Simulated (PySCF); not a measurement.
Al(Br)2(OMe) (CH3AlBr2O), SMILES C[O][Al]([Br])[Br].

The structure is a stationary point at PBE0-D3(BJ)/def2-SVP. The values are those of a single conformer.

These are C-PCM-B3LYP/def2-SVP in PySCF values and carry that method's errors.

The values are the electrostatic part of the solvation free energy, E(continuum) − E(gas) at the gas-phase geometry, in a cavity of scaled van der Waals radii (PySCF's table); cavitation and dispersion terms are not included. A continuum can't describe solvent molecules that bind to the metal. In vacuum the orbital gap is 6.96 eV. The dipole moment in vacuum is 1.65 D.

Question: Estimate the values in water (ε = 78.36), ethanol (ε = 24.85), chlorobenzene (ε = 5.70). (Estimate from the structure and the level; the computed values follow.)

Answer: 
```
solvent            ε  ΔG(elec) (kcal/mol)  dipole (D)  gap (eV)
-------------  -----  -------------------  ----------  --------
water          78.36                 -4.9        2.03      7.13
ethanol        24.85                 -4.7        2.02      7.12
chlorobenzene   5.70                 -4.0        1.96      7.11
```
